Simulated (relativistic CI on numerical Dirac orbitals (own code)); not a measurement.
## Crystal-field levels of Au2+, 5d9

Calculated by Dirac-Coulomb-Breit CI, separate exchange-only KLI orbitals for each configuration, model QED, valence Slater integrals scaled by 0.9, one configuration in a parametric crystal field (own radial code).

Field parameters in Wybourne normalisation: D3d B²₀ = −7Dσ, B⁴₀ = −14Dq − 21Dτ, B⁴₃ = −14√(10/7) Dq. The field is a parameter set, without covalency.

S is read from ⟨S²⟩ = S(S + 1).

Levels (cm⁻¹, degeneracy): 0 (2), 140 (2), 39439 (2), 46847 (2), 48586 (2).

**Question.** Which field gives this pattern?
A. D3d, 10Dq = 26400, Dσ = 600, Dτ = 10 cm⁻¹
B. D3d, 10Dq = 31300, Dσ = 20, Dτ = 150 cm⁻¹
C. D3d, 10Dq = 42500, Dσ = 210, Dτ = 290 cm⁻¹

**Answer.** C. D3d, 10Dq = 42500, Dσ = 210, Dτ = 290 cm⁻¹, ground level with S = 0.50.
